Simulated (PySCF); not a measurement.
Calculation: PBE-D3(BJ)/def2-TZVP // BP86-D3(BJ)/def2-SVP run with PySCF. Isolated molecules, 0 K electronic values unless said otherwise. 

Reference species: [Ti(F)3(H)] (neutral, multiplicity 1).

```
Quantity                                                        Result
------------------------------------------------------------  --------
mean distance from the central atom to its bonded neighbours   1.727 Å
HOMO                                                          -8.11 eV
```

Changed species: [Ti(F)4] (0 of 4 F replaced by H; the reference has 1 of 4 F replaced by H).

Give the shifts of the mean distance from the central atom to its bonded neighbours and HOMO.

the mean distance from the central atom to its bonded neighbours rises by 0.017 Å, to 1.744 Å; the HOMO drops by 2.32 eV, to -10.43 eV.
